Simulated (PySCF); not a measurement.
Species: [Cu(NH3)4]+ (charge +1 and singlet state).
Cartesian coordinates in Å at the PBE0-D3(BJ)/def2-SVP level; atoms count from 1:
```xyz
17
CuH12N4 angstrom
Cu     0.057   -0.046    0.010
N     -0.010   -0.028    2.135
H     -0.958    0.072    2.501
H      0.524    0.734    2.553
H      0.356   -0.879    2.564
N      2.030    0.035   -0.735
H      2.083   -0.057   -1.750
H      2.637   -0.699   -0.367
H      2.505    0.912   -0.517
N     -0.992    1.711   -0.667
H     -0.922    1.866   -1.673
H     -0.656    2.575   -0.238
H     -1.992    1.683   -0.469
N     -1.017   -1.731   -0.717
H     -1.943   -1.826   -0.298
H     -0.550   -2.622   -0.546
H     -1.178   -1.701   -1.725
```

Theory: PySCF, TDDFT CAM-B3LYP/def2-SVPD, vertical, gas phase, core orbitals frozen in the response.

Task: Predict the UV-vis stick spectrum at this level.

Result: 

```tsv
state	E (eV)	λ (nm)	f	main configurations (H = HOMO, L = LUMO)
S1	4.30	288.6	0.0016	H-1/H→L (≥96%)
S2	4.30	288.4	0.0021	H-1/H→L (≥96%)
S3	4.32	286.9	0.0024	H-2→L (96%)
S4	4.87	254.5	0.0000	H-3→L (95%)
S5	4.87	254.4	0.0000	H-4→L (95%)
S6	5.51	225.0	0.016	H-1/H→L+1 (≥69%), H-1/H→L+2 (≥23%)
S7	5.51	224.8	0.012	H-1/H→L+1 (≥64%), H-1/H→L+2 (≥31%)
S8	5.52	224.5	0.028	H-1/H→L+3 (≥62%), H-1/H→L+2 (≥16%), H-2→L+1 (11%)
S9	5.53	224.2	0.0034	H-1/H→L+3 (≥44%), H-1/H→L+2 (≥36%), H-1/H→L+1 (≥15%)
S10	5.54	223.7	0.0088	H-2→L+1 (27%), H-2→L+3 (16%), H-1/H→L+3 (≥12%)
S11	5.54	223.7	0.0075	H-1/H→L+3 (≥23%), H-2→L+2 (22%), H-2→L+1 (13%)
S12	5.56	223.2	0.0033	H-2→L+2 (63%), H-1/H→L+3 (≥16%), H-1/H→L+2 (≥15%)
S13	5.57	222.7	0.0002	H-2→L+3 (61%), H-1/H→L+2 (≥20%), H-1/H→L+3 (≥8%)
S14	5.60	221.6	0.0005	H-2→L+1 (41%), H-1/H→L+3 (≥25%), H-1/H→L+2 (≥20%)
```

Triplets (Tamm–Dancoff): T1 4.20 eV, H-1/H→L (≥94%); T2 4.21 eV, H-1/H→L (≥94%); T3 4.23 eV, H-2→L (94%).

The lowest singlet level (S1/S2) comes at 289 nm (415 kJ/mol) in the ultraviolet; it is very weak. The most intense listed level is S6/S7/S8 at 5.51 eV (225 nm, f = 0.056 summed), 1.21 eV above S1. S1/S2, S4/S5, S6/S7/S8/S9 and S10/S11 lie within about 0.01 eV of each other in each set. For S1 the Löwdin share of copper is 84% in HOMO and 43% in LUMO; for S6 the Löwdin share of copper is 84% in HOMO and 48% in LUMO+1. The oscillator strengths of these states sum to 0.086; summed over the whole spectrum of an exact calculation they would give the number of electrons, 68 (Thomas–Reiche–Kuhn). Weighted by f, the mean energy of these states is 5.44 eV. The listed states span 1.30 eV, and the widest gap between neighbours is 0.64 eV (S5 to S6). No computed singlet lies in the visible range (380 to 750 nm); the lowest, at 289 nm, stands 1.03 eV above its violet end (3.26 eV). Orbitals of the list HOMO-3 to LUMO+2 that lie within 0.01 eV of each other are written together with a slash and their weights summed (≥ marks a lower bound); for degenerate orbitals outside that list single weights are arbitrary. The window holds the lowest 15 singlets. The highest level found (6.11 eV, f 0.0001 so far) is left out, since the window may have cut off a degenerate partner.
